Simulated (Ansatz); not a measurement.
Total energies of SeBr2 from Ansatz at PBE0-D4/def2-TZVP, gas phase (1 Eh = 27.2114 eV = 2625.5 kJ/mol). The reference geometry is relaxed at PBE-D4/def2-TZVP.

```xyz
3

Se    0.152    0.085   -0.945
Br   -1.493    1.119    0.349
Br    1.341   -1.204    0.595
```

| state | geometry | energy (Eh) |
| --- | --- | --- |
| charge 0 singlet | reference | -7549.01082 |
| charge 1 doublet | reference | -7548.67927 |
| charge 1 doublet | relaxed at PBE-D4/def2-TZVP | -7548.68496 |
| free Se atom (triplet) | – | -2401.20505 |
| free Br atom (doublet) | – | -2573.81189 |

Q: Work out the vertical ionisation energy to the doublet.

A: E(charge 1 doublet) − E(charge 0 singlet) = -7548.67927 − (-7549.01082) = 0.33155 Eh = 9.02 eV. For comparison, −ε of the highest occupied level is 6.95 eV at this level, 2.07 eV less.

Q: How much does the charge 1 doublet relax, and what is the adiabatic ionisation energy?

A: Relaxation: -7548.67927 − (-7548.68496) = 0.00569 Eh = 0.15 eV. Adiabatic ionisation energy: 0.32586 Eh = 8.87 eV, without zero-point energy. 

Q: What is the binding energy per atom against free atoms?

A: Atoms: 1 × (-2401.20505) + 2 × (-2573.81189) = -7548.82883 Eh. Binding: -7548.82883 − (-7549.01082) = 0.18199 Eh = 4.95 eV, or 1.65 eV for each of 3 atoms (no zero-point energy, no counterpoise term).
